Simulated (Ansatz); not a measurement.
**What each rung costs, and what it gives**

Saddle point of GePH$_{6}$Br, singlet (GePH₆Br ([GeH3][PH3][Br]) → GePH₅ ([PH2][GeH3]) + HBr; bonds formed: Br2–H6; bonds broken: Br2–P7, H6–P7), PBE0-D4/def2-TZVP structure:

```xyz
9
angstrom
Ge -1.1999 -0.3075 -0.3031
Br 0.7684 2.4132 -0.8065
H -1.7419 -1.6968 0.0944
H -1.9260 0.8013 0.4441
H -1.1250 -0.1588 -1.8164
H 1.7020 0.5976 -0.4690
P 1.0069 -0.3236 0.4291
H 1.0740 0.3132 1.6738
H 1.4415 -1.6388 0.7537
```

Barriers are electronic and count from the start structure reached by relaxing down the imaginary mode.

Program: Ansatz 0.2.0. Basis: as named in each row. Cores are frozen in the correlated methods. Filled d shells of the heavier atoms are correlated. The def2 sets are not built for correlating such inner shells, so the correlated values are less sure here. B3LYP uses VWN-RPA correlation. Extrapolation: Hartree–Fock as exp(−7.88 √X), correlation as X^−2.97.

Times are rough, for one single point on 8 threads of a shared host (Intel Xeon 6975P-C).

The estimate by CCSD(T) at an estimated basis limit (MP2 extrapolated from triple and quadruple zeta, plus CCSD(T) − MP2 in triple zeta) is 34.9 kJ/mol.

```
      method       basis  time (s)  barrier (kJ/mol)  method less estimate
          HF      STO-3G   under 1              13.4                 -21.4
      PBE-D4      STO-3G   under 1              -1.3                 -36.2
       SPW92    def2-SVP   under 1               9.2                 -25.7
      PBE-D4    def2-SVP   under 1              13.7                 -21.2
    B3LYP-D4       6-31G   under 1             -20.5                 -55.4
     PBE0-D4    def2-SVP   under 1              22.3                 -12.6
       SPW92  def2-TZVPP   under 1              18.5                 -16.4
     BLYP-D4  def2-TZVPP   under 1              20.8                 -14.1
      PBE-D4  def2-TZVPP   under 1              22.6                 -12.3
    BHLYP-D4  def2-TZVPP         1              35.5                   0.7
    B3LYP-D4  def2-TZVPP         1              27.3                  -7.6
     PBE0-D4  def2-TZVPP         1              30.5                  -4.4
CAM-B3LYP-D4  def2-TZVPP         1              31.1                  -3.8
   r2SCAN-D4  def2-TZVPP         1              27.3                  -7.6
     wB97M-V    def2-SVP         1              27.3                  -7.5
  r2SCAN0-D4  def2-TZVPP         1              33.0                  -1.8
  RPA on PBE  def2-TZVPP         2              33.8                  -1.1
      B2PLYP  def2-TZVPP         2              30.1                  -4.8
    PBE-QIDH  def2-TZVPP         2              36.2                   1.3
     wB97X-V  def2-TZVPP         2              36.9                   2.0
     CCSD(T)    def2-SVP         2              24.9                 -10.0
     wB97M-V  def2-TZVPP         2              35.8                   1.0
      B97M-V  def2-TZVPP         3              26.5                  -8.4
         MP2  def2-QZVPP         7              37.0                   2.1
     CCSD(T)  def2-TZVPP        22              33.2                  -1.7
```

All methods are single points on the PBE0-D4 structures; a negative value means that the method puts the saddle structure below the start.

T1 diagnostic: at most 0.013.

Labels in which every atom is bracketed show which atoms are joined, not bond orders.
